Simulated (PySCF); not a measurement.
A structure optimised at PBE0-D3(BJ)/def2-SVP, used in a PySCF frequency run:

```xyz
9

Si    -1.5421     0.3402    -0.3062
F     -1.9170    -0.5924     0.9630
O      0.0000     0.0000    -0.7705
Si     1.5421    -0.3402    -0.3062
F      1.9170     0.5924     0.9630
H     -1.6495     1.7547     0.1249
H     -2.4506    -0.0074    -1.4233
H      2.4506     0.0074    -1.4233
H      1.6495    -1.7547     0.1249
```
Charge 0, spin multiplicity 1.

Q: Write its SMILES, formula and point group.

A: F[SiH2]O[SiH2]F, F₂H₄OSi₂, C2

Q: What are its rotational constants (standard atomic weights)?

A: 6.3369, 1.5950, 1.4649 GHz
